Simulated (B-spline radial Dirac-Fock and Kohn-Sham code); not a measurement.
**Dipole and non-dipole photoemission parameters of Ru⁵⁺ 3d5/2**

System: Ru⁵⁺, configuration 1s2 2s2 2p6 3s2 3p6 3d10 4s2 4p6 4d3; threshold 365.9 eV (orbital energy of the model). Level of theory: Dirac-Hartree-Slater photoionisation with a Latter tail; cross sections with all multipoles, angular parameters from the dipole term and its interference with E2; a B-spline atomic structure program.

For linearly polarised light dσ/dΩ = σ/(4π) [1 + β P₂(cos θ) + (δ + γ cos²θ) sin θ cos φ], with θ from the polarisation vector and φ the angle between the beam and the projection of the electron momentum on the plane normal to the polarisation.

| hν (eV) | σ (kb) | β | γ | δ |
| --- | --- | --- | --- | --- |
| 380 | 2410 | 0.323 | -0.026 | -0.003 |
| 503 | 1650 | 0.739 | -0.049 | 0.014 |
| 800 | 575 | 1.131 | 0.049 | 0.034 |
| 863 | 472 | 1.161 | 0.076 | 0.037 |
| 1000 | 318 | 1.200 | 0.138 | 0.043 |
| 1420 | 116 | 1.218 | 0.315 | 0.060 |
| 1510 | 96.5 | 1.213 | 0.350 | 0.063 |
| 1530 | 92.8 | 1.212 | 0.357 | 0.064 |
| 2984.4 | 10.7 | 1.048 | 0.768 | 0.119 |
| 3150 | ? | ? | ? | ? |
| 3200 | 8.43 | 1.024 | 0.812 | 0.128 |
| 3250 | 7.99 | 1.019 | 0.822 | 0.130 |
| 3620 | 5.49 | 0.980 | 0.890 | 0.145 |
| 7370 | 0.398 | 0.710 | 1.295 | 0.288 |
| 7470 | 0.378 | 0.705 | 1.302 | 0.291 |
| 8047.8 | 0.283 | 0.677 | 1.339 | 0.312 |
| 9040 | 0.180 | 0.635 | 1.393 | 0.347 |
| 12000 | 0.0579 | 0.537 | 1.509 | 0.445 |
| 13200 | 0.0393 | 0.506 | 1.542 | 0.483 |

Problem. Give the values at 3150 eV.

Solution. σ = 8.90 kb, β = 1.030, γ = 0.802, δ = 0.126.

Values without a named source are computed, but for edge energies of neutral atoms, which are taken from tables.
